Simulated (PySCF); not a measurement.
Ge(H)2(Br)(Me) (CH5BrGe), SMILES [CH3][GeH2][Br]. Heavy atoms are numbered as in [GeH2:1]([CH3:2])[Br:3]. Hydrogens are named by the atom that carries them.

The structure is a stationary point at PBE0-D3(BJ)/def2-SVP.

Computed with PySCF with PBE/pcSseg-1.

GIAO shieldings, no solvent; atoms alike by connectivity are averaged. δ = σ(ref) − σ: ⁷³Ge against GeH4 (σ = 1614.4 ppm); ¹³C against TMS (σ = 182.0 ppm); ¹H against TMS (σ = 31.49 ppm), references at their B3LYP-D3(BJ)/def2-TZVP geometries, non-relativistic (without spin–orbit terms, shifts of atoms bonded to Cl or Br come out too high).

| atoms | nucleus | count | δ (ppm) |
|---|---|---|---|
| Ge1 (GeH2) | ⁷³Ge | 1 | 330.3 |
| C2 (CH3) | ¹³C | 1 | ? |
| H on Ge1 | ¹H | 2 | 5.76 |
| H on C2 | ¹H | 3 | ? |

### Question
Fill in the missing entries. (An estimate is asked for; the answer gives what the named calculation found.)

### Answer

- C2 (CH3), δ (ppm): 6.4
- H on C2, δ (ppm): 1.07
